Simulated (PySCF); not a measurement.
A side-by-side comparison of computed properties.

First species: C6H10OS.
InChI=1S/C6H10OS/c1-5(8)6-2-3-7-4-6/h6H,2-4H2,1H3/t6-/m0/s1

Second species: C7H10Si.
SMILES: `C[C@@H]1[SiH2]C=C1C#CC`

Levels: CAM-B3LYP/def2-SVPD for HOMO energy, LUMO energy, HOMO–LUMO gap and static isotropic polarisability; TDDFT CAM-B3LYP/def2-SVPD for lowest singlet excitation; TDA CAM-B3LYP/def2-SVPD for lowest triplet excitation (Tamm–Dancoff). Geometries: GFN2-xTB. Each structure is a single optimised conformer of the isolated species, non-relativistic unless stated; the electronic structure was computed with PySCF and density fitting.

Task: Which has the higher S1 energy?

Result: The second: 5.10 eV against 2.57 eV, a difference of 2.53 eV.

Task: Which has the higher static isotropic polarisability?

Result: The second: 112.7 au against 94.3 au, a difference of 18.4 au.

Task: Which has the higher HOMO–LUMO gap?

Result: The second: 8.16 eV against 6.81 eV, a difference of 1.35 eV.

Task: Which of the two has the higher HOMO energy, and by how much?

Result: The first: -7.61 eV against -7.93 eV, a difference of 0.32 eV.

Task: Which has the higher T1 energy?

Result: The second: 3.38 eV against 2.13 eV, a difference of 1.25 eV.

Task: Which has the higher LUMO energy?

Result: The second: 0.23 eV against -0.80 eV, a difference of 1.03 eV.

On the first: The principal polarisabilities are 77.3, 86.6 and 119.0 au; their mean is the isotropic value. 1 of the 8 computed singlets lies in the visible range (750 to 380 nm, 1.65 to 3.26 eV), with an oscillator strength of 0.000.

On the second: The principal polarisabilities are 78.6, 94.6 and 164.9 au; their mean is the isotropic value. No computed singlet falls in the visible range (750 to 380 nm, 1.65 to 3.26 eV); S1 lies 1.84 eV above its blue end. GFN2-xTB frequencies show an imaginary mode (24i cm⁻¹), so this geometry is no minimum at that level.
